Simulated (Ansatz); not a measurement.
AuH, closed-shell singlet (the spin of the measured ground state), most abundant isotopes (196.9666 and 1.0078 u). Constants from fifth-degree fits in 1/R to seven points on the lowest solution found; no spin–orbit coupling, no relativity up to Kr; ω_e x_e and α_e move by some per cent with the fit.

Correlated levels freeze the inner cores; with def2 sets outer-core shells near the valence are correlated too.

Codes used: Ansatz (Gaussian orbitals). Values without a source in brackets are computed. In def2 rows elements past Kr take small-core potentials, without spin–orbit coupling.

Total energies (hartree; each atom in its lowest state at that level) and vibrational constants (cm⁻¹):

```tsv
level	E(AuH) at r_e	E(Au)	E(H)	ω_e	ω_e x_e
PBE/def2-TZVPP	-136.362714	-135.746005	-0.499616	2241	42
B3LYP/def2-TZVPP	-136.375214	-135.760722	-0.502154	2219	40
wB97M-V/def2-TZVPP	-136.222510	-135.618242	-0.494111	2223	38
CCSD(T)/def2-QZVPP	-136.054709	-135.434994	-0.499983	2292	33
```

Task: Work out D_e and D₀ in eV.

Result: 
D_e = E(Au) + E(H) − E(molecule), times 27.2114 eV; D₀ = D_e − (ω_e/2 − ω_e x_e/4)/8065.54.
- PBE/def2-TZVPP: D_e = 3.186, zero point 0.138, D₀ = 3.049 eV
- B3LYP/def2-TZVPP: D_e = 3.057, zero point 0.136, D₀ = 2.921 eV
- wB97M-V/def2-TZVPP: D_e = 2.998, zero point 0.137, D₀ = 2.861 eV
- CCSD(T)/def2-QZVPP: D_e = 3.258, zero point 0.141, D₀ = 3.117 eV
No counterpoise correction is made.

Ansatz is a first-principles code.
